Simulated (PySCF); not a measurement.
This PySCF input asks for the NMR shieldings of SMILES O=C(O)[SiH]1C[SiH2]C1, C3H8O2Si2; the geometry comes from GFN2-xTB.

```python
import basis_set_exchange as bse
import numpy as np
from pyscf import gto, dft
from pyscf.prop import nmr

atoms = """
O     2.151981   -0.253867    1.324958
C     1.992498    0.274018    0.252500
O     3.014723    0.811107   -0.427510
Si    0.330452    0.457154   -0.676839
C    -1.050995    1.056208    0.509790
Si   -1.880765   -0.679269    0.520337
C    -0.581536   -1.225320   -0.789849
H     3.850287    0.706985    0.061961
H     0.609102    1.205779   -1.903531
H    -1.676367    1.841121    0.093640
H    -0.709370    1.408525    1.478991
H    -3.260966   -0.681305    0.025572
H    -1.801833   -1.390321    1.794628
H     0.009985   -2.094145   -0.515581
H    -1.001608   -1.428681   -1.770975
"""
names = dict.fromkeys(["O", "C", "Si", "H"], "pcSseg-1")
basis = {el: gto.basis.parse(bse.get_basis(n, elements=[el], fmt="nwchem")) for el, n in names.items()}
mol = gto.M(atom=atoms, basis=basis, charge=0, verbose=0)
mf = dft.RKS(mol, xc="PBE0")
mf.grids.level = 2
mf.grids.alignment = dft.numint.BLKSIZE   # the property module wants whole blocks of grid points
mf.conv_tol = 1e-9
mf.kernel()

calc = nmr.RKS(mf)   # GIAO
C = mf.mo_coeff
Co = C[:, mf.mo_occ > 0]
resp = mf.gen_response(singlet=True, hermi=2)
def vind(x):   # induced exchange potential for any number of trial vectors
    d = np.einsum("pi,xij,qj->xpq", C, 2 * x.reshape(-1, C.shape[1], Co.shape[1]), Co, optimize=True)
    return np.einsum("xpq,pi,qj->xij", resp(d - d.transpose(0, 2, 1)), C, Co, optimize=True).ravel()
mo1, _ = nmr.rhf.solve_mo1(calc, with_cphf=vind)
sigma = calc.kernel(mo1)
for i, s in enumerate(sigma):   # ppm
    print("%2d %-2s %9.2f" % (i, mol.atom_pure_symbol(i), np.trace(s) / 3))
```

**Question.** Give the expected output.

**Answer.** 
```
 0 O    -159.26
 1 C      -0.51
 2 O      92.16
 3 Si    368.19
 4 C     188.82
 5 Si    379.58
 6 C     188.83
 7 H      25.01
 8 H      26.33
 9 H      30.95
10 H      30.93
11 H      26.74
12 H      26.67
13 H      30.96
14 H      30.93
```

These numbers come from an equivalent density-fitted implementation of the same equations, which agrees with the script to about 0.01 ppm for H and up to a few tenths of a ppm for heavy atoms, so last digits may differ.

Size and cost of the density-fitted run: 173 basis functions, 54 s wall time on 1 thread of an Arm Neoverse N1, shared host; peak memory 0.86 GiB.
